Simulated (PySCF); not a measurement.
Predicted microwave data (PySCF 2.14.0, PBE0-D3(BJ)/def2-SVP geometry optimisation, gas phase) for one isomer of C7H7BN2:

| Quantity | Value |
| --- | --- |
| Rotational constants | A = 1820, B = 788.8, C = 592.5 MHz |
| Dipole components | \|μa\| = 1.55 D, \|μb\| = 3.37 D, \|μc\| = 2.46 D |
| Inertial defect | -65.53 u·Å² |
| κ | -0.68 |

Problem. Which candidate fits, each taken in the one conformer that was computed?
A. `[C-:1]#[N+:2][B:3]1[CH:4]=[CH:5][CH:6]=[CH:7][N:8]1[CH:9]=[CH2:10]` with C7–N8–C9–C10 21°
B. `CB(C)C(=C=CC#N)C#N`

Solution. B. It is CB(C)C(=C=CC#N)C#N, an asymmetric top, point group C1. The candidates at the same level (rigid rotor, commonest isotopes):

| SMILES | A (MHz) | B (MHz) | C (MHz) | μa (D) | μb (D) | μc (D) | Δ (u·Å²) | point group | rotor |
| --- | --- | --- | --- | --- | --- | --- | --- | --- | --- |
| [C-]#[N+]B1C=CC=CN1C=C | 1680 | 1470 | 788.1 | 3.00 | 3.38 | 0.11 | -3.49 | C1 | asymmetric top |
| CB(C)C(=C=CC#N)C#N | 1820 | 788.8 | 592.5 | 1.55 | 3.37 | 2.46 | -65.53 | C1 | asymmetric top |

`[C-]#[N+]B1C=CC=CN1C=C` has B 86 % too high. No structure here is proved a minimum.
